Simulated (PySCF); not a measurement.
Z-matrix (Å, degrees):
```
Nb
O 1 1.8909
H 2 0.9791 1 119.14
O 1 1.8917 2 95.32 3 -171.04
H 4 0.9760 1 133.28 2 125.13
O 1 1.9079 2 93.98 3 -7.60
H 6 0.9765 1 129.19 2 -125.56
Cl 1 2.3134 2 111.73 3 89.69
Cl 1 2.4229 2 123.47 3 -88.52
```
Charge 0, multiplicity 1.

Question: Estimate the HOMO–LUMO gap, LUMO and dipole moment that PBE-D3(BJ)/def2-TZVP // BP86-D3(BJ)/def2-SVP (PySCF) returns for this input.

Answer: 
```json
{
  "HOMO–LUMO gap": "3.85 eV",
  "LUMO": "-3.21 eV",
  "dipole_moment": "1.74 D"
}
```
